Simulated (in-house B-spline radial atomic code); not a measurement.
## Two electrons outside the [Ar] 3d10 4s2 core: Br3+

Computed with a B-spline radial code for spherical atoms: configuration interaction (CI) of the two valence electrons in the field of the frozen Dirac-Fock core, alone and with many-body perturbation theory for the core (screened one- and two-electron correlation potentials), Breit and QED terms; no-pair Dirac Hamiltonian, finite nucleus. Labels give the configuration (outer n counted up each series) and the leading LS term, or the jj pair where no LS term holds 70 %.

The outer s² shell of this core is soft: its mixing with p² is only treated to second order, so levels can be several per cent off.

Command:
```bash
python run_mb.py task.json out
```
Settings (nuclear radius in fm, box in bohr, cutoff in hartree):
```
basis_form          3
Z                   35
core_configuration  [Ar] 3d10 4s2
rms_radius          4.1629
mass_number         79
speed_of_light      137.036
box_radius          18.0
lmax                6
intervals           64
virtual_cutoff      2450.0
```

Time taken, with all properties: 61 s on 1 thread of Intel(R) Xeon(R) 6975P-C, on a shared host.

Excitation energies (cm⁻¹):

```json
{"level": "4p2 3P0", "purity of the LS term": "0.977", "CI alone": "0", "CI + MBPT + Breit + QED": "0", "Landé g of the LS mixture": "-"}
{"level": "4p2 3P1", "purity of the LS term": "1.0", "CI alone": "?", "CI + MBPT + Breit + QED": "?", "Landé g of the LS mixture": "?"}
{"level": "4p2 3P2", "purity of the LS term": "0.921", "CI alone": "5662", "CI + MBPT + Breit + QED": "5539", "Landé g of the LS mixture": "1.46"}
{"level": "4p2 1D2", "purity of the LS term": "0.921", "CI alone": "?", "CI + MBPT + Breit + QED": "?", "Landé g of the LS mixture": "?"}
{"level": "4p2 1S0", "purity of the LS term": "0.977", "CI alone": "32890", "CI + MBPT + Breit + QED": "34417", "Landé g of the LS mixture": "-"}
```

Task: Where does 4p2 1D2 lie?

Result: 17107 cm⁻¹ in CI alone and 15161 cm⁻¹ with all corrections; g = 1.04.

Task: Where does 4p2 3P1 lie?

Result: 2614 cm⁻¹ in CI alone and 2614 cm⁻¹ with all corrections; g = 1.50.

Task: What is the first ionisation energy?

Result: 47.002 eV to the 4p1/2 state of the next ion (45.916 eV from CI alone). NIST lists 47.782 ± 0.012 eV (measured).
